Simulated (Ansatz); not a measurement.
CH₄FNO₂W (`C[N]=[W](=[O])([OH])[F]`). The species carries charge 0 and has multiplicity 1. Correlated methods include outer-core shells of W, which these sets cover unevenly. W: def2 effective core potential.

Cartesian coordinates in Å:
```
C -1.232 -0.492 1.192
N -0.178 0.103 0.450
W 0.615 0.659 -0.996
O -0.378 0.269 -2.327
O 2.256 -0.258 -1.162
F 0.833 2.516 -0.866
H -0.850 -1.327 1.787
H -2.025 -0.866 0.535
H -1.665 0.238 1.883
H 2.624 -0.842 -0.496
```

Problem. Give the diagnostics of a CCSD(T)/def2-TZVPP run (frozen core, the Gaussian-basis code of Ansatz). (Estimate.)

Solution. Computed: T1 = 0.0205, largest single amplitude 0.041, largest double 0.055, (T) share of the correlation energy 4.9 %, 14 CCSD cycles. The RHF solution is stable towards an unrestricted one. T1 lies over the customary mark of 0.02 for closed shells; compounds of d metals often pass it without a breakdown.
